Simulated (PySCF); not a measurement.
## Xe: ionisation energy

Xe [Xe] (1S) → Xe⁺ [Kr] 4d10 5s2 5p5 (2P), as a difference of total energies. All numbers are calculated (PySCF 2.14, scalar relativity through the core potential, in def2-TZVPPD with the def2 core potential (28 electrons) (7s6p4d2f, 59 functions)). Correlated levels: valence: 4s2 4p6 4d10 frozen. The calculations carry no spin-orbit coupling.

| method | ionisation energy (eV) |
| --- | --- |
| UHF | 11.463 |
| MP2 (valence) | 12.252 |
| SCS-MP2 (valence) | 12.181 |
| CCSD (valence) | 12.155 |
| CCSD(T) (valence) | 12.192 |

Errors of the correlated levels include the incompleteness of this basis and the frozen core.

Problem. Which method comes closest to the reference value, and which is furthest?

Solution. The reference is 12.565 eV (measured; NIST levels, between the centres of gravity of the two terms). Closest: MP2 (valence) (error -0.313 eV); furthest: UHF (error -1.102 eV).
